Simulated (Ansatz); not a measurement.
A search over several starts for the lowest SCF solution of SbH2(vinyl) (C₂H₅Sb) at the given spin, in a small basis.

```yaml
crystal:
  periodic: [false, false, false]
  atoms:
    - {symbol: Sb, position_ang: [0.755530, 1.328599, 0.785375]}
    - {symbol: H, position_ang: [2.122931, 1.417677, -0.243820]}
    - {symbol: H, position_ang: [-0.008791, 2.560433, -0.128617]}
    - {symbol: C, position_ang: [-0.156073, -0.259357, -0.331612]}
    - {symbol: C, position_ang: [-0.691520, -1.314777, 0.272432]}
    - {symbol: H, position_ang: [-0.173499, -0.186214, -1.416088]}
    - {symbol: H, position_ang: [-0.694056, -1.424815, 1.353734]}
    - {symbol: H, position_ang: [-1.154521, -2.121527, -0.291404]}
basis:
  gaussian: {orbitals: def2-SVP, initial_orbitals: start.molden}
hamiltonian: {xc: pbe0, dispersion: d4}
output: {orbitals: {seedname: orbitals}}
```

The file start.molden holds the orbitals of an earlier run on this structure, at another level or in another basis.

```sh
$ ansatz run in.yaml --threads 4 --pin off --events-out ev --progress --plain --max-ram 3916MiB
```

Shortened log:

```
Functional definition: PBE0
  name "PBE0"
  cite "Adamo & Barone, J. Chem. Phys. 110, 6158 (1999) doi:10.1063/1.478522"
  cite "Perdew, Burke & Ernzerhof, Phys. Rev. Lett. 77, 3865 (1996) doi:10.1103/PhysRevLett.77.3865"
  parent pbe
  parameter a = 0.25
  parameter kappa = 0.804
  parameter beta = 0.06672455060314922
  exchange = (1 - a)*pbe_x(kappa = kappa, mu = beta*pi^2/3) + a*exact_x
  correlation = pbe_c(beta = beta)
882 factors; integrals over basis functions are off by at most 1.7e-3 eV
mean field evaluation 1: about -8687.1797 eV, gradient 2.5e1 eV
mean field evaluation 2: about -8687.3233 eV, gradient 2.5e-1 eV
mean field evaluation 4: about -8687.4600 eV, gradient 1.6e-3 eV
mean field evaluation 8: about -8683.0981 eV, gradient 3.9e1 eV
mean field evaluation 16: about -8687.4600 eV, gradient 1.9e-2 eV
mean field -8687.46004990 eV, -319.2582682618 hartree, gradient 2.7e-5 eV, S^2 0.000000; 1 other end points of the search recorded, 0 dependent functions left out
reference -8687.46007598 eV, -319.2582692202 hartree; 20, 20 occupied and 59, 59 virtual orbitals, 882 factors
Total energy: -8687.59087459 eV, -319.2630759805 hartree
```

Hardware: 4 threads of Intel Xeon on a shared host. Wall time 3.1 s.

In the def2 sets Sb takes a core potential; there is no spin–orbit coupling.
